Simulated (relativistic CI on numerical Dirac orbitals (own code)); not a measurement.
Radial parameters of In45+

Method of calculation: Dirac-Coulomb-Breit CI, orbitals from a KLI potential per configuration, QED by a radiative potential, unscaled Slater integrals (own radial code, finite nucleus).

Slater integrals F^k, G^k are unscaled and averaged over j, outside the closed core 1s2; ζ comes from projecting the Hamiltonian with its Breit term on Σ l·s of the shell.

- 2s 2p: G^1(2s,2p) = 962560, ζ(2p) = 1.2915e+06 cm⁻¹; <r>(2s) = 0.1205, <r^2>(2s) = 0.01708, <r>(2p) = 0.1037, <r^2>(2p) = 0.013 (bohr units).
- 2p2: F^2(2p,2p) = 917550, ζ(2p) = 1.2855e+06 cm⁻¹; <r>(2p) = 0.1039, <r^2>(2p) = 0.01304 (bohr units).
- 2p 3s: ζ(2p) = 1.3083e+06, G^1(2p,3s) = 99146 cm⁻¹; <r>(2p) = 0.1033, <r^2>(2p) = 0.01291, <r>(3s) = 0.2778, <r^2>(3s) = 0.08788 (bohr units).

Averages of the first 10 configurations, taken without configuration mixing, which lowers the lowest level and can move excited configurations by several eV; other configurations of the list can lie among them:

```tsv
Configuration	Parity	States	Average energy above the lowest level (eV)
2s2	even	1	9.7
2s 2p	odd	12	270.9
2p2	even	15	571.7
2p 3s	odd	12	4654.8
2p 3p	even	36	4738.4
2s 3s	even	4	4380.5
2s 3p	odd	12	4467.4
2s 3d	even	20	4527.5
2s 4s	even	4	5881.1
2s 4p	odd	12	5916.9
```
